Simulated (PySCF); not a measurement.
ClH4MoN3, SMILES [NH]=[Mo](=[NH])([NH2])[Cl], multiplicity 1.

Geometry optimised at B3LYP-D3(BJ)/def2-SVP. The multiplicity is an assumed one; no other spin state was optimised. The structure was generated by enumeration; whether it is a known compound was not checked. The def2 effective core potentials stand for the cores of Mo; spin–orbit coupling is left out. The values are those of a single conformer.

Level of theory: CAM-B3LYP/def2-TZVP in PySCF.

Gas-phase values at a fixed geometry.

Question: Estimate the frontier levels, gap, dipole moment and polarisability. (The exact figures need the calculation; the answer reports its results.)

Answer: 
The highest occupied level is -8.99 eV and the lowest empty level is -0.72 eV. The orbital gap is 8.27 eV, the dipole moment is 0.796 e·Å and the quadrupole, principal values (traceless, Buckingham form, about the centre of nuclear charge) is -7.63, 0.28, 7.35 D·Å. The mean static polarisability comes out as 76.1 bohr³ (11.28 Å³). The polarisability, principal values comes out as 72.9, 76.2, 79.2 bohr³.
